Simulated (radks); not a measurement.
Valence configurations of W IV (all share [Xe]). All-electron calculation, Dirac Kohn-Sham, PBEsol, spin-unpolarised, spherical densities, point nucleus; open shells are shared between the two j in proportion to 2j + 1. Program: a radial shooting solver on a logarithmic mesh with Libxc functionals. Order these by energy: 4f13 5d3 6p1; 4f14 5d1 6p2; 4f14 5d3; 4f13 5d4; 4f13.5 5d3.5; 4f13 5d3 6s1; 4f14 5d2 6s1; 4f14 5d2 6p1; 4f13.5 5d3 6p0.5; 4f14 5d1 6s2.

Answer. From the lowest, in eV above it: 4f14 5d3 0.000; 4f14 5d2 6s1 3.339; 4f14 5d1 6s2 7.606; 4f14 5d2 6p1 11.166; 4f13.5 5d3.5 16.464; 4f13.5 5d3 6p0.5 22.204; 4f14 5d1 6p2 23.978; 4f13 5d4 34.868; 4f13 5d3 6s1 39.392; 4f13 5d3 6p1 47.489. NIST lists [Xe] 4f14 5d3 as the ground configuration; this level of theory agrees among the configurations tried. The energies are those of spherical spin-averaged densities, not of single terms.
